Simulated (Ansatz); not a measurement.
Consider the ligand exchange at the Si–C bond: `FC([SiH3])CCl` + `N[SiH2][SeH]` → `[SiH3]N[SiH2][SeH]` + `FCCCl`.

Program: Ansatz. Geometries: PBE0-D4/def2-TZVP. ΔE: electronic, gas phase. CCSD(T)/CBS is the MP2 limit (def2-TZVPP, def2-QZVPP) plus CCSD(T) − MP2 in def2-TZVPP, frozen cores. This one scheme is used for every species. DFT in def2-TZVPP. For Se outer-core shells are correlated without core-valence functions, which leaves a few kJ/mol of doubt a bond. Scalar relativity is left out up to krypton. Each species was taken in one conformer, which may not be the lowest.

```tsv
level	ΔE (eV)
PBE-D4	-0.68
r2SCAN-D4	-0.76
PBE0-D4	-0.76
HF/def2-TZVPP	-0.97
```

Task: What does CCSD(T)/CBS give? (Estimate.)

Result: The calculation gave: -0.83 eV. The listed levels differ from it by 0.15, 0.07, 0.07, -0.14 eV.

Largest T1 diagnostic among the species: 0.011.

In def2-TZVPP, CCSD(T) changes the Hartree–Fock value by +0.14 eV (the triples alone add +0.02 eV) and MP2 by +0.10 eV. From PBE to PBE0 (25 % exact exchange), in def2-TZVPP and without D4, ΔE moves by −0.08 eV.
